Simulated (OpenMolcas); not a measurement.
**Os VI: effect of the active space**

```yaml
Program: OpenMolcas
Method: SS-CASPT2 or its RAS form, IPEA 0.25 Eh, imaginary shift 0.1 Eh
Basis: ANO-RCC-VQZP
Scalar_Hamiltonian: DKH2, point nucleus
Spin-orbit_coupling: RASSI with atomic mean-field integrals over the reference wave functions, term energies averaged over their components
```

A. 3 electrons in 5 orbitals (5d); 2S+1 = 4 even, 10 roots; 2S+1 = 2 even, 40 roots; closed shells correlated: 5s 5p; CASPT2 step roughly 50 core-seconds
B. 9 electrons in 8 orbitals (RAS1 5p, at most 2 holes; RAS2 5d); 2S+1 = 4 even, 10 roots; 2S+1 = 2 even, 40 roots; closed shells correlated: 5s; CASPT2 step about 70 core-seconds
C. 3 electrons in 10 orbitals (5d 6d); 2S+1 = 4 even, 10 roots; 2S+1 = 2 even, 40 roots; closed shells correlated: 5s 5p; CASPT2 step of the order of 5 core-minutes

Energies in cm-1 above 5d3 4F 3/2, the measured ground level; measured values from the list in Brasseur, Palmeri and Quinet, Atoms 13, 11 (2025).

```json
{"Level": "5d3 4F 3/2", "A": "0.0", "B": "0.0", "C": "0.0", "Measured": "0.0"}
{"Level": "5d3 4F 5/2", "A": "6270", "B": "6560", "C": "6330", "Measured": "6397"}
{"Level": "5d3 4F 7/2", "A": "11290", "B": "11690", "C": "11340", "Measured": "11444"}
{"Level": "5d3 4F 9/2 [56 %]", "A": "14530", "B": "14980", "C": "14630", "Measured": "14678"}
{"Level": "5d3 4P 1/2 [66 %]", "A": "17530", "B": "17280", "C": "16880", "Measured": "16772"}
{"Level": "5d3 2G 7/2", "A": "22920", "B": "23480", "C": "22860", "Measured": "22920"}
{"Level": "5d3 2H 9/2 [56 %]", "A": "23910", "B": "24590", "C": "24090", "Measured": "24028"}
{"Level": "5d3 4P 5/2", "A": "25120", "B": "25560", "C": "25180", "Measured": "24828"}
{"Level": "5d3 2P 1/2 [66 %]", "A": "30050", "B": "29510", "C": "28750", "Measured": "28860"}
{"Level": "5d3 2H 11/2", "A": "32020", "B": "32890", "C": "32500", "Measured": "32156"}
{"Level": "5d3 2D 5/2(1)", "A": "34780", "B": "35870", "C": "34840", "Measured": "34418"}
{"Level": "5d3 2G 9/2 [57 %]", "A": "36820", "B": "37840", "C": "37040", "Measured": "37019"}
{"Level": "5d3 2F 5/2", "A": "40460", "B": "41000", "C": "40520", "Measured": "39601"}
{"Level": "5d3 2P 3/2 [55 %]", "A": "41090", "B": "40890", "C": "40050", "Measured": ""}
{"Level": "5d3 2F 7/2", "A": "41150", "B": "41680", "C": "41170", "Measured": "40447"}
{"Level": "5d3 2D 3/2(2)", "A": "61530", "B": "62070", "C": "61520", "Measured": ""}
{"Level": "5d3 2D 5/2(2)", "A": "62220", "B": "62440", "C": "62310", "Measured": "61005"}
```

Deviations, from unrounded energies. A percentage is the sum of absolute deviations over the sum of measured energies, with the sign that they share, or ± where signs differ.

```tsv
Against measurement	Levels	A	B	C
mean absolute deviation (cm-1)	14	450	770	330
fine structure of the ground term (%)	3	-1.3	+2.2	-0.6
other terms of the ground configuration (%)	11	±1.6	+2.8	±1.2
```

C lies closest to measurement on these levels and B furthest from it. The largest miss of C in the table is 5d3 2D 5/2(2), by +1300 cm-1. The ranking rests on the paired levels alone, and a cruder setting can come out closer through cancelling errors.

The two smallest mean deviations differ by little beside CASPT2's spread within terms, so their order carries little weight.

Among A to C the level of the table that moves most is 5d3 2P 1/2 [66 %], by 1300 cm-1 (lowest in C, highest in A). Moves below CASPT2's spread within the term are not significant.

CASPT2 does not keep the components of a term degenerate, so their means are used; among the terms shown or strongly mixed into the levels shown the widest spread is 780 cm-1 (5d3 2H, A). The CASPT2 spread within a term exceeds the gap to the next term for 5d3 2P and 5d3 2H, so the order of their levels is uncertain (holds for A). Active for correlation alone: 5p; no level in the range computed is led by a configuration that opens it, so any true level of that kind is missing (holds for B). Active for correlation alone: 6d; no level in the range computed is led by a configuration that fills it, so any true level of that kind is missing (holds for C). Measured partners are found by configuration, term and J. A level has none where our copy of the source lacks it or the pairing is in doubt (some pairs that miss far off the trend of their configuration count as doubtful), and it then counts in no deviation. Only configurations of the active space appear. Levels that lie high or do not pair safely by name in every column are left out.

A share in square brackets marks a mixed level and gives the weight of the term that names it, the lowest over the columns. A number in round brackets counts repeated terms of one configuration in the order of the reference energies.
